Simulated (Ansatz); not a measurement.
One change: `O[SiH2][SiH2]Cl` becomes `O[SiH2][SiH2][SiH2]F`.

Ansatz, PBE0-D4/def2-TZVP geometries, multiplicity 1. Each molecule was computed in one conformer, which needn't be the lowest.

```csv
property,`O[SiH2][SiH2]Cl`
HOMO–LUMO gap (ωB97M-V/def2-TZVPP) / eV,10.79
LUMO energy (ωB97M-V/def2-TZVPP) / eV,0.79
HOMO energy (B3LYP/def2-TZVPP) / eV,-7.75
HOMO–LUMO gap (B3LYP/def2-TZVPP) / eV,6.58
LUMO energy (PBE/def2-TZVPP) / eV,-1.84
HOMO–LUMO gap (PBE/def2-TZVPP) / eV,4.87
```

Question: What does the change do to each property? (Best estimate.)

Answer: Computed: 
| property | `O[SiH2][SiH2][SiH2]F` | shift |
| --- | --- | --- |
| HOMO–LUMO gap (ωB97M-V/def2-TZVPP) / eV | 10.67 | -0.12 |
| LUMO energy (ωB97M-V/def2-TZVPP) / eV | 0.78 | -0.01 |
| HOMO energy (B3LYP/def2-TZVPP) / eV | -7.71 | 0.04 |
| HOMO–LUMO gap (B3LYP/def2-TZVPP) / eV | 6.59 | 0.01 |
| LUMO energy (PBE/def2-TZVPP) / eV | -1.78 | 0.06 |
| HOMO–LUMO gap (PBE/def2-TZVPP) / eV | 5.00 | 0.13 |

B3LYP here is the variant with VWN-RPA as its local correlation; programs differ in this.
